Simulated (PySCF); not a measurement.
Computed shifts of a molecule CH5FN2Si2, PBE0/pcSseg-1 in PySCF, GIAO, gas phase, atoms alike by connectivity averaged where their shifts nearly agree, in ppm (number of nuclei): ¹⁹F: -160.7 (1). ²⁹Si: -13.4 (1), -30.6 (1). ¹³C: 210.6 (1). ¹⁵N: 496.4 (1), 41.2 (1). ¹H: 10.45 (1), 5.83 (1), 5.73 (1), 5.42 (1), 1.78 (1). References: ¹⁹F against CFCl3 (σ = 167.2 ppm); ²⁹Si against TMS (σ = 352.7 ppm); ¹³C against TMS (σ = 186.3 ppm); ¹⁵N against NH3 (σ = 267.4 ppm); ¹H against TMS (σ = 31.56 ppm), references at their B3LYP-D3(BJ)/def2-TZVP geometries, non-relativistic. The structure is a stationary point at r2SCAN-D4/def2-SVP. Other conformers were not sampled.

Question: Identify the compound among the candidates.
(A) N[Si@]1(F)C=N[SiH2]1
(B) N[Si@H]1N=C[Si@H]1F
(C) F[Si@@H]1C=N[SiH2]N1
(D) N[Si@@]1(F)N=C[SiH2]1

Answer: C, F[Si@@H]1C=N[SiH2]N1
